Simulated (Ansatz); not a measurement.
C3H9BS (`CBCSC`) at its PBE0-D4/def2-TZVP geometry, where that method's forces vanish. The species carries charge 0 and has multiplicity 1.

```xyz
14

C     1.1252   -0.5715    2.0504
B     1.4329    0.1717    0.7238
C     0.4156    0.3523   -0.4502
S    -1.2237   -0.3268   -0.1725
C    -2.0017    0.0668   -1.7425
H     2.0066   -0.9466    2.5726
H     0.3732   -1.3593    1.9627
H     0.6798    0.1934    2.7081
H     2.5038    0.6942    0.5597
H     0.3518    1.4214   -0.6946
H     0.8757   -0.1147   -1.3350
H    -3.0275   -0.3008   -1.6976
H    -1.4886   -0.4252   -2.5714
H    -2.0229    1.1450   -1.9136
```

Problem. What forces (eV/Å) does PBE-D4/def2-TZVPP give on these atoms in Ansatz 0.2.0? (Estimate.)

Solution. Computed: 
```
C1   0.069  0.017 -0.147
B2  -0.006  0.000 -0.011
C3   0.090 -0.031  0.175
S4  -0.151 -0.180  0.311
C5  -0.028  0.010 -0.052
H6   0.169 -0.065  0.122
H7  -0.166 -0.150 -0.009
H8  -0.089  0.136  0.137
H9   0.119  0.057 -0.021
H10  0.005  0.225 -0.073
H11  0.111 -0.076 -0.195
H12 -0.207 -0.071  0.000
H13  0.096 -0.097 -0.186
H14 -0.013  0.224 -0.051
```
